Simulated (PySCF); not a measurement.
Level of theory: M06-2X/def2-TZVP // B3LYP-D3(BJ)/def2-TZVP (PySCF 2.14.0). Isolated molecules, 0 K electronic values unless said otherwise. One relaxed conformer stands for a flexible species; it need not be the lowest. Delta-SCF ions had no search for a lower state. Excitations are Tamm–Dancoff values on a coarser integration grid. The basis has no diffuse functions, so Rydberg states are missing or too high.

Reference species (SMILES): `O1CCC1` (neutral, multiplicity 1).

```
Property                                  Value
--------------------------------------  -------
vertical ionisation energy (Delta-SCF)  9.82 eV
S1 excitation (TDA)                     7.28 eV
S1–T1 gap (TDA)                         0.45 eV
```

Changed species: `OC1CC1` (H–O–C–C torsion 37°).

Problem. What does the change do to the vertical ionisation energy (Delta-SCF), S1 excitation (TDA) and S1–T1 gap (TDA)?

Solution. the vertical ionisation energy (Delta-SCF) decreases by 0.08 eV, to 9.74 eV; the S1 excitation (TDA) falls by 0.38 eV, to 6.90 eV; the S1–T1 gap (TDA) falls by 0.21 eV, to 0.24 eV.
